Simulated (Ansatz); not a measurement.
`N[SiH]([SiH3])CCl` → `N[SiH2]C[SiH2]Cl`  (isomerisation)

Calculated with Ansatz (gas phase, PBE0-D4/def2-TZVP geometries, no zero-point term in ΔE). CBS: MP2 limit from def2 TZ/QZ plus the TZ coupled-cluster correction, frozen cores. DFT in def2-TZVPP. B3LYP here is the variant with VWN-RPA as its local correlation; programs differ in this. Each species was taken in one conformer, which may not be the lowest.

| level | ΔE (kcal/mol) | difference from CCSD(T)/CBS |
| --- | --- | --- |
| r2SCAN-D4 | -42.8 | 0.6 |
| B3LYP-D4 | -41.4 | 2.0 |
| ωB97X-V | -42.2 | 1.2 |
| B2PLYP | -43.3 | 0.1 |
| r2SCAN | -42.9 | 0.5 |
| MP2/def2-TZVPP | -46.0 | -2.6 |
| CCSD/def2-TZVPP | -43.6 | -0.2 |
| MP2/def2-QZVPP | -46.3 | -2.9 |
| SCS-MP2/def2-QZVPP | -45.3 | -1.9 |
| CCSD/CBS(def2) | -44.0 | -0.6 |
| CCSD(T)/CBS | -43.4 | 0 |

Largest T1 diagnostic among the species: 0.011.

From PBE to PBE0 (25 % exact exchange), in def2-TZVPP and without D4, ΔE moves by −2.4 kcal/mol.
